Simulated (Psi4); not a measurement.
C₄H₇ (SMILES [CH-]1CCC1), charge -1, singlet, geometry from GFN2-xTB (a gas-phase anion, which may not be bound at this level). Base run: CCSD/6-31G run with Psi4.

Psi4 was given this input:
```
memory 2 GB

molecule {
-1 1
  C     0.00517132    1.09925244   -0.34269289
  C    -0.00709196   -1.01871233   -0.00830742
  C    -1.07652487    0.07011928    0.08516265
  C     1.07848492    0.05524076    0.06995662
  H     0.01625217    1.98354431    0.36244730
  H    -0.01744288   -1.52642944   -0.97846478
  H    -0.00686701   -1.79084704    0.77907723
  H    -1.49140270    0.13217959    1.11834808
  H    -1.94429847   -0.05926635   -0.58796451
  H     1.50871792    0.11146630    1.09717884
  H     1.93480455   -0.08604828   -0.61533597
}

set basis 6-31g

energy('ccsd')
print_variables()
```

Each row names what was changed in the base input (with any setting that the change needs).

```csv
change,ΔE vs base (kcal/mol),MP2 correlation (Eh),basis functions
base,0.000,-0.36958,50
method = fno-ccsd(t),[?],-0.36958,50
method = mp2,28.16,-0.36949,50
method = dlpno-mp2,28.23,-0.36937,50
puream = off,0.000,-0.36958,50
method = mp4,-4.32,-0.36958,50
method = cisd,[?],-0.36958,50
puream = on,0.000,-0.36958,50
method = omp2,26.50,-0.36949,50
method = scs-mp2,[?],-0.36958,50
```

**Question.** Complete the blanks.

**Answer.** 
- method = fno-ccsd(t), ΔE vs base (kcal/mol): -7.02
- method = cisd, ΔE vs base (kcal/mol): 33.73
- method = scs-mp2, ΔE vs base (kcal/mol): 25.81

A gas-phase anion may not be bound at this level; its values then depend on the basis.
